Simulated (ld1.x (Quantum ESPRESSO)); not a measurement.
# carbon (C), TM: configuration errors across variants

```json
{
 "Element": "C (Z = 6)",
 "Generator": "ld1.x (Quantum ESPRESSO) 7.5",
 "Type": "norm-conserving Troullier–Martins (Kleinman–Bylander form)",
 "Functional": "LDA (PZ)",
 "Relativity": "scalar-relativistic",
 "Frozen core": "[He]",
 "Valence charge": "4",
 "Reference configuration": "2s2 2p0 (charge +2)",
 "Partial waves": "2p (bound, empty): rc 2.60 bohr; 3d channel at 0.15 Ry: rc 2.55 bohr; 2s (bound): rc 0.90 bohr",
 "Local potential": "the s channel",
 "Core correction": "a·sin(br)/r model core, default radius (core density twice the valence density)"
}
```

All-electron excitation energies from the reference (eV): (1) 2s2 2p2 -35.247; (2) 2s2 2p1 -24.259; (3) 2s1 2p0 47.970; (4) 2s2 2p1.5 -31.219; (5) 2s1 2p3 -27.006; (6) 2s0 2p4 -18.730; (7) 2s2 2p2.3 -36.446; (8) 2s2 2p2 spin -36.376; (9) 2s2 2p1 spin -24.656.

Spin tests fill each open shell by Hund’s rule, majority spin first.

The default core radius of the base comes out at 0.58 bohr.

Tests that are not counted but printed errors over 1 eV. “all radii but the core radius scaled by about 1.42 (s 1.28, p 3.70, d 3.62 bohr)”: 2s2 2p2.3 (solver errors, printed error -109 eV); 2s0 2p4 (solver errors, printed error -105 eV); 3 more.

1 further variants failed, have other tests or another functional or relativity, and are left out.

A true bound ghost makes a file unfit for plane-wave use even where its test errors are small: the radial tests pick states by their node count and pass the ghost by.

Errors AE − PS in meV (a dash: test not solved or not reliable):

```tsv
change	(1)	(2)	(3)	(4)	(5)	(6)	(7)	(8)	(9)	bound ghosts
base	+668	+290	+38	+503	+984	+1310	+729	+746	+306	none
core correction a·sin(br)/r model core inside 0.82 bohr	+678	+294	+56	+511	+993	+1320	+739	+776	+319	none
wave 3d channel at 0.15 Ry: rc 2.55 bohr becomes 3d channel at 0.64 Ry: rc 2.55 bohr	+668	+290	+38	+503	+984	+1310	+729	+746	+306	none
wave 3d channel at 0.15 Ry: rc 2.55 bohr becomes 3d channel at 0.15 Ry: rc 2.88 bohr	+668	+290	+38	+503	+984	+1310	+729	+746	+306	none
wave 2s (bound): rc 0.90 bohr becomes 2s (bound): rc 1.08 bohr	+667	+289	+39	+502	+982	+1307	+728	+744	+306	none
all radii but the core radius scaled by about 1.42 (s 1.28, p 3.70, d 3.62 bohr)	–	+798	+30	+1483	–	–	–	–	+793	none
type RRKJ; local potential the p channel	+475	+252	+35	+402	+781	+1098	+476	+563	+270	d
```

(1) Give the same row for: wave 2p (bound): rc 2.60 bohr becomes 2p (bound): rc 2.22 bohr.

Answers

(1) +380, +173, +38, +293, +560, +757, +410, +447, +192; bound ghosts: none.
